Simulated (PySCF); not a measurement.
H₄O₃Zr, SMILES [OH][ZrH]([OH])[OH], multiplicity 1. Geometry: PBE-D3(BJ)/def2-SVP. The spin state was assumed, not searched. The structure was generated by enumeration; whether it is a known compound was not checked. The def2 effective core potentials stand for the cores of Zr; spin–orbit coupling is left out. One conformer was computed; it need not be the lowest.

These are PBE-D3(BJ)/def2-SVP run with PySCF values and carry that method's errors.

Harmonic wavenumbers (cm⁻¹): 124, 141, 165, 165, 279, 279, 346, 346, 393, 515, 515, 706, 723, 723, 1619, 3868, 3868, 3872. Rotational constants (GHz): 4.667, 4.667, 2.671; symmetry number 3.

Q: Work out the zero-point energy and the ideal-gas rigid-rotor harmonic-oscillator thermochemistry at 298.15 K and 1 atm.

A: ZPE = ½ Σ hcν = ½ × 18647 cm⁻¹ = 26.66 kcal/mol. H − E(el) = 32.34 kcal/mol. Entropy in cal/(mol K): translation 40.79, rotation 23.93, vibration 19.34, total 84.06. G − E(el) = 7.27 kcal/mol. Cp = 28.51 cal/(mol K). Modes under 150 cm⁻¹ make the vibrational entropy uncertain.
